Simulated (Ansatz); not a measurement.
`O[SiH2][GeH2][OH]` + `C[SiH2][O][GeH3]` → `O[SiH2][O][GeH3]` + `C[SiH2][GeH2][OH]`  (redistribution)

Isolated molecules relaxed with PBE0-D4/def2-TZVP in Ansatz; ΔE leaves out vibrations. CCSD(T)/CBS adds triple-zeta CCSD(T) − MP2 to the extrapolated MP2 energy (def2 sets, frozen cores). DFT in def2-TZVPP. B3LYP here is the variant with VWN-RPA as its local correlation; programs differ in this. HSE06 is defined as in plane-wave codes. For Ge outer-core shells are correlated without core-valence functions, which leaves a few kJ/mol of doubt a bond. Scalar relativity is left out up to krypton. Each species was taken in one conformer, which may not be the lowest.

```
             level  ΔE (kcal/mol)  difference from CCSD(T)/CBS
         revPBE-D4           -7.0                         -0.1
         r2SCAN-D4           -7.1                         -0.2
           PBE0-D4           -7.0                         -0.1
        r2SCANh-D4           -7.1                         -0.2
        r2SCAN0-D4           -7.1                         -0.2
           ωB97X-V           -6.6                          0.3
            B2PLYP           -6.6                          0.3
            revPBE           -6.6                          0.3
              BLYP           -6.2                          0.7
             B3LYP           -6.2                          0.7
           r2SCANh           -7.0                         -0.1
             HSE06           -6.8                          0.1
           LC-ωPBE           -6.6                          0.3
RPA@PBE/def2-TZVPP           -6.8                          0.1
   CCSD/def2-TZVPP           -7.0                         -0.1
    CCSD/CBS(def2)           -6.6                          0.3
       CCSD(T)/CBS           -6.9                            0
```

Q: What do rigid-rotor, harmonic-oscillator terms from PBE0-D4/def2-TZVP frequencies (298.15 K, 1 bar) make of the CCSD(T)/CBS value? (An estimate is asked.)

A: Ansatz gave: ΔZPE = +0.5 kcal/mol, ΔH = -6.6 kcal/mol, ΔS = -12 J/(mol·K), ΔG = -5.7 kcal/mol. Modes under 50 cm⁻¹ make the entropy rough.

Largest T1 diagnostic among the species: 0.012.

Leaving LDA and LC-ωPBE aside and taking each functional with its dispersion term where it has one, the values, not all of them listed here, spread over 0.6 kcal/mol, from PBE-D4 to BHLYP-D4. In def2-TZVPP, CCSD(T) changes the Hartree–Fock value by −1.5 kcal/mol (the triples alone add −0.3 kcal/mol) and MP2 by −1.6 kcal/mol.
